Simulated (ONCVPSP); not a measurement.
## u(r) = r·R(r): atom against pseudo-atom (F (Z = 9))

Columns: radius, all-electron u(r) and pseudo u(r) of the 2s shell (level -29.65 eV) of fluorine in the configuration [He] 2s2 2p5; LDA (Perdew-Wang 92), scalar-relativistic, ONCV scheme, ONCVPSP 4.0.1.

```tsv
r (bohr)	all-electron	pseudo
0.090	-0.4521	0.0907
0.180	-0.2534	0.2074
0.270	0.1040	0.3556
0.360	0.4400	0.5314
0.450	0.6984	0.7171
0.540	0.8721	0.8734
0.630	0.9726	0.9725
0.720	1.0157	1.0156
0.810	1.0169	1.0168
0.900	0.9893	0.9892
0.990	0.9428	0.9427
1.080	0.8850	0.8849
1.170	0.8212	0.8212
1.260	0.7554	0.7554
1.350	0.6900	0.6900
1.440	0.6268	0.6267
1.530	0.5667	0.5667
1.620	0.5106	0.5105
1.710	0.4585	0.4585
1.800	0.4107	0.4106
1.890	0.3670	0.3670
1.980	0.3273	0.3273
2.070	0.2915	0.2915
2.160	0.2592	0.2591
2.250	0.2301	0.2301
2.340	0.2041	0.2041
```

(1) How many radial nodes do the two functions have?

(2) At about which radius was the pseudo-wave matched?

(3) Is the pseudo-wave norm-conserving?

## Answers

(1) The all-electron 2s function has n − l − 1 = 1; the pseudo-wave has 0, since the states of the same l below it are removed with the core.

(2) 0.65 bohr, where the columns begin to agree (steps of 0.09 bohr).

(3) Yes: the ONCV scheme keeps the norm inside the radius equal to the all-electron one, which fixes the energy derivative of the logarithmic derivative at the level.
